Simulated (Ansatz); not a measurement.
`CC([SiH3])CO`, relaxed with RKS PBE-D4/def2-SVP in Ansatz from a rough embedded geometry. The force threshold is 0.03 eV/Å; the program also tests the step.

The species carries charge 0 and has multiplicity 1.

Start:

```xyz
15

C    -1.124   -1.004    0.342
C    -0.151    0.160    0.348
Si    1.487   -0.371    1.072
C     0.079    0.824   -1.018
O    -1.208    1.346   -1.481
H    -1.336   -1.393    1.308
H    -0.836   -1.775   -0.340
H    -2.123   -0.589   -0.030
H    -0.579    0.945    1.057
H     2.418    0.803    1.182
H     2.115   -1.413    0.258
H     1.318   -0.892    2.489
H     0.715    1.603   -1.066
H     0.297    0.040   -1.776
H    -1.073    1.714   -2.346
```

```
step  energy (eV)  largest force (eV/Å)  largest move (Å)
   1  -13180.6972                 5.593             0.000
   2  -13181.1998                 1.698             0.090
   3  -13181.2648                 0.388             0.056
   4  -13181.2702                 0.084             0.017
   5  -13181.2709                 0.048             0.036
   6  -13181.2713                 0.144             0.023
   7  -13181.2715                 0.017             0.005
```

End:

```xyz
15

C    -1.178   -0.969    0.322
C    -0.162    0.185    0.347
Si    1.510   -0.362    1.080
C     0.010    0.829   -1.029
O    -1.246    1.344   -1.447
H    -1.376   -1.366    1.338
H    -0.816   -1.812   -0.305
H    -2.138   -0.620   -0.108
H    -0.540    0.981    1.030
H     2.472    0.796    1.162
H     2.135   -1.439    0.230
H     1.299   -0.913    2.465
H     0.784    1.636   -0.972
H     0.398    0.061   -1.747
H    -1.150    1.648   -2.366
```

Hardware: 4 threads of an Arm Neoverse V1 on a shared host. Wall time 12 s, peak host memory 0.17 GiB.
